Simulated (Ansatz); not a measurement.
Species: CH₄N₂S, charge 0, singlet. CH4N2S (SMILES NC(N)=S).
B3LYP-D3(BJ)/def2-TZVP minimum from Ansatz (a first-principles code):
```xyz
8

N      0.8123    -1.2440    -0.4493
C     -0.0741    -0.3028    -0.0243
N     -1.3085    -0.7840     0.2868
S      0.3198     1.3070     0.1047
H      0.6740    -2.2135    -0.2113
H      1.7626    -0.9334    -0.5542
H     -1.6220    -1.6607    -0.0991
H     -2.0134    -0.0916     0.4721
```

Total energies in hartree (Ansatz). Open shells are spin-unrestricted; no spin-orbit coupling. Cores are frozen in correlated methods. No relativity. Where a partner has so few electrons that a lower coupled-cluster level is exact, that level stands in.

| species | HF/cc-pV(T+d)Z | CCSD(T)/cc-pV(T+d)Z | HF/cc-pV(Q+d)Z | CCSD(T)/cc-pV(Q+d)Z | CCSD(T)/cc-pV(D+d)Z | CCSDT(Q)/cc-pV(D+d)Z |
|---|---|---|---|---|---|---|
| 1: CH4N2S (SMILES C(N)(=S)N) | -546.71733 | -547.52953 | -546.73226 | -547.59597 | -547.30898 | -547.31152 |
| 2: N (quartet) | -54.40069 | -54.51471 | -54.40372 | -54.52482 | -54.47850 | -54.47866 |
| 3: C (triplet) | -37.69157 | -37.78076 | -37.69331 | -37.78654 | -37.76038 | -37.76071 |
| 4: S (triplet) | -397.50938 | -397.65444 | -397.51264 | -397.66785 | -397.60412 | -397.60456 |
| 5: H (doublet) | -0.49981 | -0.49981 | -0.49995 | -0.49995 | -0.49928 | -0.49928 |

Work out the atomisation energy (electronic, to ground-state atoms) in kcal/mol: take Hartree-Fock from cc-pV(Q+d)Z, extrapolate the CCSD(T) correlation energy as X^-3 (X = 3, 4), and add CCSDT(Q) - CCSD(T) in cc-pV(D+d)Z. 1 hartree = 627.51 kcal/mol.


Species 1: correlation (64·(-0.86371) - 27·(-0.81220))/37 = -0.90130; step -0.00254; E1 = -546.73226 + (-0.90130) + (-0.00254) = -547.63610
Species 2: correlation (64·(-0.12110) - 27·(-0.11402))/37 = -0.12627; step -0.00016; E2 = -54.40372 + (-0.12627) + (-0.00016) = -54.53015
Species 3: correlation (64·(-0.09323) - 27·(-0.08919))/37 = -0.09618; step -0.00033; E3 = -37.69331 + (-0.09618) + (-0.00033) = -37.78982
Species 4: correlation (64·(-0.15521) - 27·(-0.14506))/37 = -0.16262; step -0.00044; E4 = -397.51264 + (-0.16262) + (-0.00044) = -397.67570
Species 5: correlation (64·(0.00000) - 27·(0.00000))/37 = 0.00000; step +0.00000; E5 = -0.49995 + (0.00000) + (+0.00000) = -0.49995
-1·E1 +2·E2 +1·E3 +1·E4 +4·E5 = 1.11048 hartree = 696.8 kcal/mol.
